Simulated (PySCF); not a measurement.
# Partial charges of `CC[SiH2][SiH2]C(C)(C)C=O`

Species: C6H16OSi2.
Structure used (GFN2-xTB), in Å, numbered top down from 1:
```
atom  x, y, z in Å
C1     4.200    0.132   -0.428
C2     2.956   -0.438    0.239
Si3    1.337    0.134   -0.604
Si4   -0.376   -0.932    0.544
C5    -2.017    0.040    0.140
C6    -3.265   -0.683    0.623
C7    -1.913    1.426    0.778
C8    -1.950    0.133   -1.326
O9    -1.059    0.683   -1.938
H10    5.107   -0.211    0.068
H11    4.187    1.219   -0.395
H12    4.246   -0.173   -1.471
H13    3.016   -1.528    0.227
H14    2.955   -0.147    1.291
H15    1.454   -0.252   -2.013
H16    1.317    1.601   -0.506
H17   -0.376   -0.977    2.017
H18   -0.660   -2.322    0.145
H19   -4.164   -0.116    0.379
H20   -3.231   -0.811    1.703
H21   -3.344   -1.667    0.167
H22   -2.834    1.986    0.609
H23   -1.759    1.344    1.852
H24   -1.090    1.988    0.344
H25   -2.745   -0.403   -1.880
```

Density: PBE0/pcSseg-1 (PySCF); schemes: Mulliken, IAO, Hirshfeld and ESP-fitted. One conformer (not necessarily the lowest) at the GFN2-xTB geometry, without solvent, vibrations or thermal averaging.

**Question.** Atoms with like bonding are taken together and averaged. For which atoms does the sign change between the 4 schemes (beyond +0.03 e in one, beyond −0.03 e in another)?

**Answer.** Si4 and C5. Atomic charges aren't observables, and each scheme defines them in its own way.

**Question.** Which atoms carry the highest charge in the Mulliken, IAO, Hirshfeld and ESP-fitted schemes?

**Answer.** The schemes don't all agree: Mulliken Si3 (+0.389); IAO Si3 (+0.481); Hirshfeld Si4 (+0.243); ESP-fitted C5 (+0.387).

**Question.** Give the atomic charges in each scheme.

**Answer.** In e; atoms taken as equivalent share a row and are averaged (×n: the atom named and its like, n in all):

| atom | environment | Mulliken | IAO | Hirshfeld | ESP-fitted |
| --- | --- | --- | --- | --- | --- |
| C1 | methyl carbon | -0.275 | -0.409 | -0.118 | -0.350 |
| C2 | sp3 carbon bound to silicon | -0.590 | -0.528 | -0.163 | +0.018 |
| Si3 | SiH2 silicon | +0.389 | +0.481 | +0.238 | +0.254 |
| Si4 | SiH2 silicon | +0.342 | +0.428 | +0.243 | -0.030 |
| C5 | sp3 carbon bound to silicon | -0.817 | -0.240 | -0.065 | +0.387 |
| C6/C7 | methyl carbon | -0.156 | -0.413 | -0.117 | -0.492 |
| C8 | aldehyde carbon | +0.374 | +0.261 | +0.130 | +0.324 |
| O9 | aldehyde oxygen | -0.388 | -0.413 | -0.195 | -0.450 |
| H10/H11/H12 | methyl hydrogen | +0.115 | +0.137 | +0.038 | +0.088 |
| H13/H14 | methylene hydrogen | +0.136 | +0.137 | +0.032 | +0.020 |
| H15/H16 | Si–H hydrogen | -0.041 | -0.100 | -0.075 | -0.069 |
| H17/H18 | Si–H hydrogen | -0.040 | -0.102 | -0.077 | -0.043 |
| H19 (×6) | methyl hydrogen | +0.124 | +0.143 | +0.041 | +0.122 |
| H25 | formyl hydrogen | +0.079 | +0.102 | +0.043 | +0.013 |

Mean size of the charges over all atoms: IAO 0.225 e, Mulliken 0.203 e, ESP-fitted 0.163 e, Hirshfeld 0.086 e. Each set sums to the total charge, 0, to within 0.001 e. The ESP scheme fits charges at the nuclei, held to the total charge, to the electrostatic potential on points at 1.4 to 2.0 times the van der Waals radii. The Hirshfeld scheme divides the density at each point in proportion to the densities of the neutral, spherically averaged free atoms.

Some averages cover members that differ in this geometry: C6/C7, ESP-fitted -0.519 to -0.465; H19 (×6), ESP-fitted +0.112 to +0.147 e.

**Question.** How closely do the schemes follow one another over all atoms?

**Answer.** Correlation coefficient and root-mean-square difference: IAO with Hirshfeld 0.95, 0.168 e; Mulliken with IAO 0.85, 0.146 e; Mulliken with Hirshfeld 0.80, 0.199 e; IAO with ESP-fitted 0.67, 0.203 e; Hirshfeld with ESP-fitted 0.62, 0.179 e; Mulliken with ESP-fitted 0.29, 0.300 e.

**Question.** How many electrons does the ESP-fitted scheme count on O9?

**Answer.** Z − q = 8 − (-0.450) = 8.450.

These values come from a run that also computed NMR shieldings. Time: 3.4 min wall (grids of density and orbitals included); peak memory 1.1 GiB. Hardware: Intel Xeon at 2.50 GHz, one thread, on a shared host.
